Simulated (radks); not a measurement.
Q: The mean radii <r> (bohr) of the occupied orbitals of an atom or ion are listed with their occupations. Calculated with a radial shooting solver on a logarithmic mesh with Libxc functionals: non-relativistic Kohn-Sham, r2SCAN, spin-polarised, spherical densities, point nucleus; meta-GGA in the generalised Kohn-Sham scheme.

| orbital | occ. | <r> |
|---|---|---|
| 1s | 2 | 0.05112 |
| 2s | 2 | 0.2294 |
| 2p | 6 | 0.1997 |
| 3s | 2 | 0.6909 |
| 3p | 6 | 0.7180 |
| 3d | 10 | 0.9011 |
| 4s | 2 | 2.698 |

Name the element and its charge. Open shells, if any, are filled with parallel spins first.

A: Z = 30, zinc, charge 0: Zn in [Ar] 3d10 4s2. The 1s radius gives Z: for a bare nucleus <r> = 1.5/Z, 0.05 bohr for Z = 30, and screening makes it slightly larger (0.05112 here). The occupations add up to 30, and the charge is Z minus that.
